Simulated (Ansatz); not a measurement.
Geometry optimisation, Ansatz 0.2.0, RKS PBE-D4/def2-SVP.

Input:

```yaml
crystal:
  periodic: [false, false, false]
  atoms:
    - { symbol: Hf, position_ang: [0.208427, 0.07739, -0.089993] }
    - { symbol: Cl, position_ang: [0.127113, -0.040654, 2.38752] }
    - { symbol: F, position_ang: [2.048288, -0.055649, -0.55232] }
    - { symbol: F, position_ang: [-0.348008, 1.731759, -0.859445] }
    - { symbol: F, position_ang: [-0.613513, -1.425406, -0.933953] }
    - { symbol: S, position_ang: [-3.309804, 0.15094, 1.175252] }
    - { symbol: H, position_ang: [-3.43427, -1.158398, 0.823244] }
    - { symbol: H, position_ang: [-2.438333, -0.152783, 2.209795] }
basis:
  gaussian: { orbitals: def2-SVP }
hamiltonian:
  xc: pbe
  dispersion: d4
relax:
  f_tol: 0.03
  max_steps: 50
output:
  orbitals: {}
```

Run as:

```bash
$ ansatz run input.yaml --threads 4 --pin off --max-ram 5120MiB --backend cpu --events-out ev --progress --plain --runs-dir out
```

Where does it end, and by what steps?

The forces met the threshold. After 9 steps the energy has fallen by 0.300 eV; S6 moved furthest, 0.52 Å. Joined: Hf1–S6 (3.74 → 3.00 Å).

```csv
step,energy less start (eV),largest force component (eV/Å),accepted
0,0.0000,1.268,yes
1,-0.1177,1.025,yes
2,-0.2254,0.503,yes
3,-0.2554,0.678,yes
4,-0.2847,0.186,yes
5,-0.2818,0.190,no
6,-0.2976,0.057,yes
7,-0.2996,0.037,yes
8,-0.2963,0.261,no
9,-0.3004,0.019,yes
```

```xyz
8
Properties=species:S:1:pos:R:3
Hf 0.008 0.047 0.051
Cl 0.363 -0.054 2.407
F 1.798 -0.074 -0.606
F -0.515 1.747 -0.668
F -0.764 -1.506 -0.788
S -2.869 0.169 0.892
H -3.132 -1.147 0.653
H -2.649 -0.055 2.218
```

Whether the end is a true minimum wasn't checked by a vibrational analysis.

The run took 21 s on 4 threads of Arm Neoverse V1, with other jobs on the host, peak memory 0.19 GiB.
